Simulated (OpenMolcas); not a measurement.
# 2s² 2p² along the 6-electron sequence

```
Program             : OpenMolcas 26.06
Method              : CASSCF
Basis               : ANO-R3
Scalar Hamiltonian  : X2C, finite nucleus
Spin-orbit coupling : RASSI with atomic mean-field integrals over the reference wave functions, term energies averaged over their components
```

Active space for each ion: 4 electrons in 4 orbitals (2s 2p).

Computed levels in cm-1 above ³P₀:

```csv
Level,C,N+,O2+,F3+,Ne4+
³P₁,14.9,44.2,103,214,390
³P₂,44.4,131,305,625,1124
¹D₂,12727,17496,22632,27834,32956
¹S₀,21114,30670,40498,50896,61035
weight of ³P in the lowest level (%),100,100,100,100,100
```

Measured, with the error of the calculation in %. Measured levels: C, N+ from NIST Handbook of Basic Atomic Spectroscopic Data; O2+ from Moore, Selected Tables of Atomic Spectra, NSRDS-NBS 3, section 11; F3+ from Moore, Atomic Energy Levels, vol. I, NSRDS-NBS 35 (1971 reprint of NBS Circular 467, 1949); Ne4+ from NIST levels in Podobedova, Fuhr, Reader and Wiese, J. Phys. Chem. Ref. Data 33, 525 (2004).

```csv
Level,C,N+,O2+,F3+,Ne4+
³P₁,16.4 (-9.5),48.7 (-9.2),113 (-8.7),225 (-5.0),412 (-5.4)
³P₂,43.4 (+2.2),131 (+0.4),,613 (+1.9),1110 (+1.3)
¹D₂,10193 (+24.9),15316 (+14.2),20273 (+11.6),25241 (+10.3),30292 (+8.8)
¹S₀,21648 (-2.5),32689 (-6.2),43186 (-6.2),53544 (-4.9),63914 (-4.5)
```

The fine-structure level ³P₂ changes by a factor of 25.3 from C to Ne4+. Its fourth root runs 2.58, 3.38, 4.18, 5.00, 5.79, with steps per unit of Z of 0.80, 0.80, 0.82, 0.79; equal steps would mean a (Z - σ)^4 law with constant σ.

¹D₂ changes by a factor of 2.59 over the same range, with steps per unit of Z of +4770, +5140, +5200, +5120 cm-1.

Without dynamic correlation excited terms often stand tens of per cent too high (terms of higher spin than the ground term too low), and those without a measured partner can miss by more than the paired ones (holds for C; N+). Computed and measured levels are paired by configuration, term and J; levels that our copy of the source lacks, or whose pairing is in doubt (as where it misses far off the trend of its configuration), stay unpaired and out of the deviations. Levels of configurations outside the active space are missing.
